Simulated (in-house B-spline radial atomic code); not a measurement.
A run on Mn that did not converge. Method: non-relativistic TPSS, spin-polarised, spherical fractional occupations, point nucleus; computed with an all-electron radial atomic-structure program (B-spline basis).

Command:
```bash
python run_scf.py task.json out
```
Settings:
```
Z                25
configuration    [Ar] 3d5 4s1.625 4f0.375
hamiltonian      nr
method           tpss,tpss
spin_polarised   True
```

First and last ten iterations of the last attempt (damped for 15 steps, keeping 80 % of the old Fock matrix, then DIIS):
```
 iter        energy (Eh)    residual
    1       -1150.950958    3.77e-02
    2       -1150.952629    1.12e-03
    3       -1150.952692    8.02e-04
    4       -1150.952706    5.97e-04
    5       -1150.952711    4.57e-04
    6       -1150.952715    3.56e-04
    7       -1150.952717    2.81e-04
    8       -1150.952719    2.23e-04
    9       -1150.952720    1.78e-04
   10       -1150.952721    1.43e-04
  111       -1150.952729    5.90e-05
  112       -1150.952736    5.00e-05
  113       -1150.952734    5.18e-05
  114       -1150.952736    4.77e-05
  115       -1150.952723    5.66e-05
  116       -1150.952736    2.45e-05
  117       -1150.952737    2.34e-05
  118       -1150.952739    2.32e-05
  119       -1150.952739    1.95e-05
  120       -1150.952736    2.27e-05
 not converged after 120 iterations
```

The smallest residual met was 8.4e-06; the threshold is about 2e-07. Over the last five steps the energy moves by less than 7e-06 hartree, but the orbitals didn't meet the threshold. Run time, properties included: 3.1 s on 1 thread of Arm Neoverse V1, with other jobs on the host.
